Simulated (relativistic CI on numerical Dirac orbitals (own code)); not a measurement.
## Cu⁴⁺ in a cubic cluster: L2,3 absorption with charge transfer

Computed with a charge-transfer multiplet model of a cubic metal-ligand cluster with up to 3 ligand holes, Slater and spin-orbit integrals from Dirac-Coulomb-Breit ions, Slater integrals scaled by 0.9. The ground state mixes d7 with configurations of k ligand holes L, whose averages lie at kΔ + k(k − 1)U_dd/2; a core hole lowers each added d electron by U_cd. 300 K, Lorentzian 0.4 eV and Gaussian 0.3 eV FWHM.

Atomic integrals in eV (Slater integrals scaled, ζ unscaled), ground: F2dd 13.318, F4dd 8.350, zeta_d 0.120; with the core hole: F2dd 13.965, F4dd 8.759, zeta_d 0.150, zeta_core 13.370, F2cd 8.509, G1cd 6.600, G3cd 3.757.

Cluster parameters (eV): Δ = -0.5, U_dd = 6.8, 10Dq = 0.65, 10Dq(ligand) = 1, V(eg) = 3.5, V(t2g) = -1.7, final-state hopping factor = 0.8.

```csv
Case,n_d,d7,d8L,d9L2,d10L3,S
U_cd = 6.6 eV,7.92,0.25,0.58,0.16,0.01,0.53
U_cd = 7.2 eV,7.92,0.25,0.58,0.16,0.01,0.53
U_cd = 8.4 eV,7.92,0.25,0.58,0.16,0.01,0.53
U_cd = 9 eV,7.92,0.25,0.58,0.16,0.01,0.53
U_cd = 9.6 eV,7.92,0.25,0.58,0.16,0.01,0.53
```

Weights, n_d and S are thermal averages at 300 K. Photon energies count from the first peak over 30 % of the highest in each spectrum, which can be another peak from case to case. The parameters are a model scan and need not match a compound or its usual spin state. Peaks in eV (height, largest 100):
- U_cd = 6.6 eV: 0.0 (38), 1.0 (100), 1.9 (94), 3.8 (19), 5.4 (7), 20.5 (16), 21.7 (66), 22.6 (22), 23.4 (12)
- U_cd = 7.2 eV: 0.0 (36), 1.0 (100), 1.8 (87), 3.6 (16), 5.2 (7), 20.5 (14), 21.7 (65), 22.6 (16), 23.3 (10)
- U_cd = 8.4 eV: 0.0 (34), 0.8 (100), 1.6 (67), 4.9 (6), 20.5 (13), 21.5 (57), 22.6 (10), 23.1 (8)
- U_cd = 9 eV: 0.0 (100), 0.7 (64), 1.8 (16), 4.1 (5), 8.8 (5), 19.8 (13), 20.7 (57), 21.9 (8)
- U_cd = 9.6 eV: 0.0 (100), 1.7 (14), 2.8 (7), 8.6 (8), 19.8 (13), 20.6 (56), 21.9 (7)

Curve for U_cd = 8.4 eV (points under 2 left out, the grid thinned):

E (eV), Intensity and a bar:
```
     -1.5        2.1 
     -1.2        3.0 
     -0.8        5.5 #
     -0.5       11.6 ###
     -0.2       28.9 ########
      0.1       32.7 #########
      0.5       64.0 ###################
      0.8      100.0 ##############################
      1.1       68.1 ####################
      1.5       66.5 ####################
      1.8       49.0 ##############
      2.1       21.9 ######
      2.5       17.6 #####
      2.8       15.0 ####
      3.1       12.7 ###
      3.4       10.7 ###
      3.8        8.6 ##
      4.1        6.8 #
      4.4        5.8 #
      4.8        5.6 #
      5.1        5.0 #
      5.4        3.6 
      5.7        3.6 
      6.1        2.7 
      6.4        3.0 
      6.7        3.3 
      7.1        3.2 
      7.4        2.3 
      9.3        2.7 
      9.7        3.8 
     10.0        2.4 
     19.6        3.0 
     19.9        6.8 #
     20.3       11.3 ###
     20.6       12.0 ###
     20.9       12.4 ###
     21.3       46.7 ##############
     21.6       48.1 ##############
     21.9       17.2 #####
     22.3        9.2 ##
     22.6        9.7 ##
     22.9        7.7 ##
     23.2        7.2 ##
     23.6        3.9 #
     23.9        2.3
```

For the case U_cd = 8.4 eV, Δ = -0.5 eV is smaller than U_dd = 6.8 eV, the charge-transfer side of the Zaanen-Sawatzky-Allen scheme (negative Δ: between configuration averages a ligand hole costs less than the nominal valence; multiplet and field energies can change this for the lowest states). With the core hole the configuration with one ligand hole lies at Δ + U_dd − U_cd = -0.3, -0.9, -2.1, -2.7, -3.3 eV from the one without, in the order of the table; where this is negative the screened configuration lies lower, though the effective hopping of about 4.0 eV (from the holes of the mixed ground state) mixes the two strongly wherever it is as large as the gap.
